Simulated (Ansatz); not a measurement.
Species: GeAsH$_{4}$, charge 0, doublet. GeAsH4 (SMILES [GeH2][AsH2], doublet).
B3LYP-D3(BJ)/def2-TZVP minimum from Ansatz (a quantum-chemistry and plane-wave program):
```
Ge
H 1 1.5552
H 1 1.5552 2 106.87
As 1 2.4466 2 108.08 3 -116.12
H 4 1.5240 1 94.49 2 -75.65
H 4 1.5240 5 93.00 1 94.75
```
Charge 0, spin multiplicity 2.

Total energies in hartree (Ansatz). Open shells are spin-unrestricted; no spin-orbit coupling. Cores are frozen in correlated methods (noble-gas shells, and filled d and f shells in the p block). No relativity. For partners of very few electrons the exact lower level stands in for a higher one.

```tsv
species	HF/cc-pVTZ	CCSD(T)/cc-pVTZ	HF/cc-pVQZ	CCSD(T)/cc-pVQZ	CCSDT(Q)/cc-pVTZ
1: GeAsH4 (SMILES [GeH2][AsH2], doublet)	-4311.95069	-4312.24963	-4311.95758	-4312.27266	-4312.25153
2: Ge (triplet)	-2075.36107	-2075.42794	-2075.36359	-2075.43284	-2075.42848
3: As (quartet)	-2234.23714	-2234.32576	-2234.23956	-2234.33229	-2234.32641
4: H (doublet)	-0.49981	-0.49981	-0.49995	-0.49995	-0.49981
```

Task: Work out the atomisation energy (electronic, to ground-state atoms) in kJ/mol: take Hartree-Fock from cc-pVQZ, extrapolate the CCSD(T) correlation energy as X^-3 (X = 3, 4), and add CCSDT(Q) - CCSD(T) in cc-pVTZ. 1 hartree = 2625.5 kJ/mol.

Result: 
Species 1: correlation (64·(-0.31508) - 27·(-0.29894))/37 = -0.32686; step -0.00190; E1 = -4311.95758 + (-0.32686) + (-0.00190) = -4312.28634
Species 2: correlation (64·(-0.06925) - 27·(-0.06687))/37 = -0.07099; step -0.00054; E2 = -2075.36359 + (-0.07099) + (-0.00054) = -2075.43512
Species 3: correlation (64·(-0.09273) - 27·(-0.08862))/37 = -0.09573; step -0.00065; E3 = -2234.23956 + (-0.09573) + (-0.00065) = -2234.33594
Species 4: correlation (64·(0.00000) - 27·(0.00000))/37 = 0.00000; step +0.00000; E4 = -0.49995 + (0.00000) + (+0.00000) = -0.49995
-1·E1 +1·E2 +1·E3 +4·E4 = 0.51548 hartree = 1353.4 kJ/mol.
